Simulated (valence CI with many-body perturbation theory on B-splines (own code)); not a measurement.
## Ca XV: magnetic and hyperfine properties of the levels

Calculated by configuration interaction combined with many-body perturbation theory (CI+MBPT): four valence electrons over a frozen Dirac-Fock core [He], a basis of 11 s, 11 p, 10 d, 8 f, 5 g, 2 h functions for each j, with the one-electron correlation potential Σ1, the two-electron term Σ2, the three-electron term Σ3, Breit, model QED; selected CI, second order for the rest, scaled by the run's own slope (own B-spline code, finite nucleus).

No measured spectrum was set against this ion. As an estimate, levels of excited configurations hold to 0.05 to 0.15 % of their energy, terms of the ground configuration to about 0.5 %. Among the levels kept, up to 880 cm⁻¹ of a level comes from second order outside the variational space, and about a tenth of that is noise between levels of different J, which matters for small intervals.

A/g_I is the dipole constant over the nuclear g factor μ/I (μ in nuclear magnetons, uniformly magnetised nucleus), B/Q the quadrupole constant per barn. Both hold the static response of the core; the bare values leave it out. Large factors of s and p1/2 electrons are usually good to 5 to 10 %; those of open d and f shells near neutrality can be off by tens of per cent, and small factors of p3/2, d and f electrons come from cancelling terms and can be off by a factor of two or in sign, in half-filled shells by more. B is blank for J = 1/2, where it vanishes, and for nearly pure S terms. Energies count from the lowest level. Levels with J = 0 are left out.

Names give the largest LS component (configuration and term), which can be under half, so a name can repeat, a term be missing and a line seem to break the LS rules; names also repeat where a configuration has a term twice. Letters in brackets count levels of one name in rising energy.

| Level | E (× 10³ cm⁻¹) | g | A/g_I (MHz) | A/g_I bare | B/Q (MHz/b) | B/Q bare |
| --- | --- | --- | --- | --- | --- | --- |
| 2s2 2p2 3P_1 | 17.55 | 1.499 | -637 | 751 | 10700 | 10700 |
| 2s2 2p2 3P_2 | 35.91 | 1.471 | 16300 | 17400 | -18200 | -18300 |
| 2s2 2p2 1D_2 | 108.78 | 1.026 | 19600 | 19700 | 39200 | 39400 |
| 2s 2p3 5S°_2 | 275.73 | 1.997 | 48500 | 49400 |  |  |
| 2s 2p3 3D°_2 | 496.79 | 1.183 | 31900 | 31600 | 16600 | 16700 |
| 2s 2p3 3D°_1 | 497.70 | 0.533 | -30800 | -29800 | 8760 | 8810 |
| 2s 2p3 3D°_3 | 500.34 | 1.332 | 51000 | 50400 | -126 | -134 |
| 2s 2p3 3P°_1 | 583.06 | 1.470 | 69400 | 68500 | -8930 | -8980 |
| 2s 2p3 3P°_2 | 585.91 | 1.477 | 54700 | 54000 | -16500 | -16600 |
| 2s 2p3 3S°_1 | 729.37 | 1.943 | -45400 | -39900 |  |  |
| 2s 2p3 1D°_2 | 730.21 | 1.004 | 23400 | 23400 | -668 | -653 |
| 2s 2p3 1P°_1 | 815.03 | 1.048 | 15400 | 15900 | 432 | 425 |
| 2p4 3P_2 | 1107.9 | 1.482 | 9510 | 11600 | 18700 | 18800 |
| 2p4 3P_1 | 1134.2 | 1.499 | -2940 | -593 | -10200 | -10300 |
| 2p4 1D_2 | 1195.6 | 1.015 | 23400 | 23400 | -39500 | -39800 |
| 2s2 2p 3s 3P°_1 | 4085.0 | 1.428 | 54400 | 53400 | -6450 | -6490 |
| 2s2 2p 3s 3P°_2 | 4116.0 | 1.499 | 22600 | 23000 | 22100 | 22200 |
| 2s2 2p 3s 1P°_1 | 4134.1 | 1.068 | 6170 | 7260 | 17500 | 17600 |
| 2s2 2p 3p 3D_1 [a] | 4205.7 | 0.747 | 37800 | 37200 | -3120 | -3140 |
| 2s2 2p 3p 3D_1 [b] | 4228.1 | 1.003 | 782 | 577 | 1450 | 1450 |
| 2s2 2p 3p 3D_2 | 4229.4 | 1.174 | 17000 | 17100 | 8110 | 8150 |
| 2s2 2p 3p 3D_3 | 4255.3 | 1.333 | 8260 | 8830 | 28000 | 28200 |
| 2s2 2p 3p 3S_1 | 4257.5 | 1.542 | 1140 | 2400 | -1490 | -1490 |
| 2s2 2p 3p 3P_1 | 4270.8 | 1.704 | 12300 | 13400 | 6210 | 6250 |
| 2s2 2p 3p 3P_2 | 4276.1 | 1.459 | 13700 | 14400 | -5380 | -5400 |
| 2s2 2p 3p 1D_2 | 4314.5 | 1.031 | 12500 | 12700 | 24500 | 24600 |
| 2s 2p2 3s 5P_1 | 4353.3 | 2.493 | 89400 | 88700 | -2180 | -2200 |
| 2s2 2p 3d 3F°_2 | 4363.8 | 0.751 | 17200 | 16800 | 3850 | 3890 |
| 2s 2p2 3s 5P_2 | 4366.9 | 1.831 | 52100 | 51800 | 22200 | 22300 |
| 2s2 2p 3d 3F°_3 | 4378.9 | 1.098 | 9990 | 9970 | 7120 | 7190 |
| 2s 2p2 3s 5P_3 | 4383.4 | 1.663 | 52400 | 52200 | -22100 | -22300 |
| 2s2 2p 3d 1D°_2 | 4385.1 | 1.047 | -3910 | -4080 | -9900 | -9930 |

**Question.** Take the isotope of mass number 41, with I = 7/2, μ = -1.59443 μN and Q = -0.0665 b. What is the hyperfine structure of 2s 2p3 3D°_3?

**Answer.** From the table A = -23200 MHz, B = 8.41 MHz. Shifts from the centre of gravity in MHz: F = 1/2: 313000, F = 3/2: 278000, F = 5/2: 220000, F = 7/2: 139000, F = 9/2: 34800, F = 11/2: -92800, F = 13/2: -244000.
